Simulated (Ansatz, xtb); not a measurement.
# Isomers of C8H6BF3Se in order of energy

9 gas-phase structures of C8H6BF3Se, from a drawn sample of its isomers (lower ones may exist). Each was relaxed with GFN2-xTB; where two conformers were screened, the lower at r2SCAN-D4/def2-SVP//GFN2-xTB is listed:

A. `CC1=CC=CB(C#CC(F)(F)F)[Se]1`, a singlet
B. `FCC#CC1=CB[Se]/C1=C/C(F)F`, a singlet
C. `CC#CB1C=C/C(=C\C(F)(F)F)[Se]1`, a singlet
D. `FCC#CC1=CB[Se]/C1=C\C(F)F`, a singlet
E. `F/C1=C/C=C\B2C=C[C@@H]1C(F)(F)[Se]2`, a singlet
F. `FC(F)(F)C=C=CB1C=CC=C[Se]1`, a singlet
G. `CC#CB1C=C/C(=C/C(F)(F)F)[Se]1`, a singlet
H. `CC#CB1C=CC=C(C(F)(F)F)[Se]1`, a singlet
I. `FC(F)(F)CC#CB1C=CC=C[Se]1`, a singlet

Task: Estimate their order in r2SCAN-D4/def2-SVP//GFN2-xTB energy at these geometries, lowest first.

Result: Calculated order at r2SCAN-D4/def2-SVP//GFN2-xTB: H (0.0), I (0.3), F (3.2), A (5.7), C (9.1), G (9.7), E (26.0), D (44.5), B (47.3) kcal/mol. Less than 1 kcal/mol parts H and I; C and G, so the order within those pairs means little.

Energies above the lowest of each column, in kcal/mol; the last columns are at r2SCAN-D4/def2-SVP geometries and were run for some of them only (a dash: not run or not comparable):

```csv
structure,GFN2-xTB,HF/STO-3G,r2SCAN-D4/def2-SVP//GFN2-xTB,r2SCAN-D4/def2-SVP,PBE0-D4/def2-TZVP
H,0.0,0.2,0.0,0.0,0.4
I,2.2,0.0,0.3,0.7,0.0
F,8.6,18.8,3.2,3.7,3.3
A,5.4,2.3,5.7,–,–
C,8.6,8.3,9.1,–,–
G,8.6,8.7,9.7,–,–
E,8.5,20.0,26.0,–,–
D,13.4,39.7,44.5,–,–
B,14.7,43.6,47.3,–,–
```

PBE0-D4/def2-TZVP has H and I within 1 kcal/mol of each other at the bottom, and every level picks one of them. PBE0-D4/def2-TZVP orders those it was run on as I (0.0), H (0.4), F (3.3) kcal/mol. Less than 1 kcal/mol parts I and H, so the order within that pair means little. Flexible structures stand in one conformer each, not always the lowest. H keeps a small imaginary mode. Frequencies (GFN2-xTB) were run for F, H, I alone.

Over these structures GFN2-xTB departs from r2SCAN-D4/def2-SVP//GFN2-xTB by 12.4 kcal/mol on average once a common shift is removed. A GFN2-xTB relaxation took about 0.29 s and the r2SCAN-D4/def2-SVP//GFN2-xTB energy about 3.3 s on a shared host (Ansatz 0.2.0, xtb 6.7.1).
